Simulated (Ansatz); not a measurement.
`CB[SiH](O)S`, charge 0, multiplicity 1.

Give a relaxed structure at PBE0-D4/def2-TZVP (Ansatz). (An estimate is asked.)

Computed: 
Cartesian coordinates in Å:
```
C 0.537 1.593 -0.331
B -0.496 0.587 0.335
Si -0.637 -1.259 -0.271
O 0.271 -1.973 -1.437
S 0.577 -0.765 1.591
H 0.026 2.151 -1.123
H 1.410 1.119 -0.791
H 0.909 2.327 0.389
H -1.416 0.998 0.987
H -1.611 -2.287 0.160
H 0.836 -1.393 -1.952
H -0.407 -1.097 2.443
```
This is one stationary point; other conformers may exist.
